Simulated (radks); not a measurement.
Valence configurations of Re IV (all share [Xe]). Method: scalar-relativistic Kohn-Sham, PBEsol, spin-polarised, spherical densities, finite nucleus; open shells are filled with parallel spins first (spin-orbit coupling, left out, can overturn this in heavy ions); Fermi nuclear charge, rms radius 5.3698 fm; computed with a radial shooting solver on a logarithmic mesh with Libxc functionals. Energies are relative to 4f14 5d4; eigenvalues in eV for spin up.

valence           E (eV)  moment (Bohr magnetons)    e(4f)    e(5d)    e(6p)    e(6s)
4f14 5d4           0.000                        4  -72.327  -34.336        -        -
4f14 5d3 6s1       4.499                        4  -76.118  -36.816        -  -31.923
4f14 5d3 6p1      13.155                        4  -77.556  -37.950  -24.063        -
4f13.5 5d4.5      19.704                        5  -77.596  -35.385        -        -
4f13.5 5d4 6s0.5  22.188                        5  -79.521  -36.659        -  -31.484
4f13 5d5          41.256                        6  -82.979  -36.416        -        -
4f13 5d4 6s1      47.123                        6  -86.931  -39.022        -  -32.700
4f13 5d4 6p1      56.072                        6  -88.364  -40.189  -24.553        -
4f13 5d3 6s1 6p1  63.224                        6  -92.389  -42.745  -25.785  -35.106
4f12 5d4 6s2      108.60                        6  -102.46  -43.706        -  -34.455

NIST lists [Xe] 4f14 5d4 as the ground configuration; this level of theory agrees among the configurations tried. The energies are those of spherical high-spin densities, not of single terms.
